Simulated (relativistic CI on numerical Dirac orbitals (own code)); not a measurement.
## Sc3+ in a cubic cluster: 1s photoemission with charge transfer

Computed with a charge-transfer multiplet model of a cubic metal-ligand cluster with up to 2 ligand holes, Slater and spin-orbit integrals from Dirac-Coulomb-Breit ions, Slater integrals scaled by 0.9. The parameters are those of a tetrahedral site (10Dq negative, t2 hopping the larger). The ground state mixes d0 with configurations of k ligand holes L, whose averages lie at kΔ + k(k − 1)U_dd/2; a core hole lowers each added d electron by U_cd. 300 K, Lorentzian 1.1 eV and Gaussian 0.6 eV FWHM.

Atomic integrals in eV (Slater integrals scaled, ζ unscaled), ground: F2dd 5.299, F4dd 3.246, zeta_d 0.005; with the core hole: F2dd 5.299, F4dd 3.246, zeta_d 0.018, G2cd 0.032. Where a configuration has fewer than two d electrons, the dd integrals are those of d2.

Cluster parameters (eV): Δ = 4.3, U_dd = 3.7, 10Dq = -0.45, 10Dq(ligand) = 0, V(eg) = 0.97, V(t2g) = -1.66, final-state hopping factor = 0.9.

```csv
Case,n_d,d0,d1L,d2L2,S
U_cd = 2.9 eV,0.47,0.58,0.36,0.05,0.00
U_cd = 3.5 eV,0.47,0.58,0.36,0.05,0.00
U_cd = 4.1 eV,0.47,0.58,0.36,0.05,0.00
U_cd = 4.7 eV,0.47,0.58,0.36,0.05,0.00
U_cd = 5.3 eV,0.47,0.58,0.36,0.05,0.00
```

Weights, n_d and S are thermal averages at 300 K. Binding energies count from the first peak over 30 % of the highest in each spectrum, which can be another peak from case to case. The parameters are a model scan and need not match a compound or its usual spin state. Peaks in eV (height, largest 100):
- U_cd = 2.9 eV: 0.0 (100), 6.8 (5)
- U_cd = 3.5 eV: 0.0 (100), 6.9 (8)
- U_cd = 4.1 eV: 0.0 (100), 7.0 (12)
- U_cd = 4.7 eV: 0.0 (100), 7.2 (16)
- U_cd = 5.3 eV: 0.0 (100), 7.4 (20)

A d0 ion has no d-d gap: its lowest excitations are ligand-to-metal charge transfer. With the core hole the configuration with one ligand hole lies at Δ − U_cd = 1.4, 0.8, 0.2, -0.4, -1.0 eV from the one without, in the order of the table; where this is negative the screened configuration lies lower, though the effective hopping of about 3.9 eV (from the holes of the mixed ground state) mixes the two strongly wherever it is as large as the gap.
